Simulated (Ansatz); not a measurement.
`CNBB(O)S` + Cl₂ → `CNBCl` + `OB(S)Cl`  (formal exchange of groups at a B–B bond)

Calculated with Ansatz (gas phase, PBE0-D4/def2-TZVP geometries, no zero-point term in ΔE). CCSD(T)/CBS adds triple-zeta CCSD(T) − MP2 to the extrapolated MP2 energy (def2 sets, frozen cores). This one scheme is used for every species. Functionals use def2-TZVPP. Each species was taken in one conformer, which may not be the lowest.

Is it downhill or uphill in electronic energy at CCSD(T)/CBS, and by how much? (Best estimate.)

Computed: Downhill: ΔE = -361.1 kJ/mol.

What do these levels give: BHLYP-D4, B2PLYP, PBE-QIDH, PBE0, RPA@PBE/def2-TZVPP, HF/def2-SVP, MP2/def2-SVP, CCSD/def2-SVP, SCS-MP2/def2-TZVPP, CCSD(T)/def2-TZVPP, MP2/def2-QZVPP, CCSD/CBS(def2)? (Best estimate.)

Ansatz gave: BHLYP-D4 -371.0, B2PLYP -366.7, PBE-QIDH -380.1, PBE0 -361.3, RPA@PBE/def2-TZVPP -348.8, HF/def2-SVP -418.0, MP2/def2-SVP -420.1, CCSD/def2-SVP -399.2, SCS-MP2/def2-TZVPP -376.9, CCSD(T)/def2-TZVPP -367.2, MP2/def2-QZVPP -383.8, CCSD/CBS(def2) -363.8 kJ/mol.

Largest T1 diagnostic among the species: 0.014.

Leaving LDA and LC-ωPBE aside and taking each functional with its dispersion term where it has one, the values, not all of them listed here, spread over 40.4 kJ/mol, from PBE-QIDH to BLYP-D4. LDA lies −9.0 kJ/mol from PBE without D4. From r2SCAN to r2SCAN0 (25 % exact exchange), in def2-TZVPP and without D4, ΔE moves by −7.8 kJ/mol.
